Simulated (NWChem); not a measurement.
Molecule: RbCl; SMILES [Cl][Rb]

Program: NWChem. Structure relaxed at the PBE0/def2-SVP level. def2 effective core potentials on Rb; no spin-orbit coupling. Level MN15/def2-SVP: energy and gradient on several grids; changes count from the extra-fine grid, which is no exact limit either.

Question: Which is the coarsest grid (fine; medium; xfine; coarse; xcoarse) from which on the energy stays within 50 μHa and each gradient component within 100 μHa/bohr of xfine?

Answer: coarse.
```
grid     size of the energy change (μHa)  largest change of a gradient component (μHa/bohr)
-------  -------------------------------  -------------------------------------------------
xcoarse                             2000                                                 60
coarse                              < 10                                               < 30
medium                              < 10                                               < 30
fine                                < 10                                               < 30
xfine                               < 10                                               < 30
```
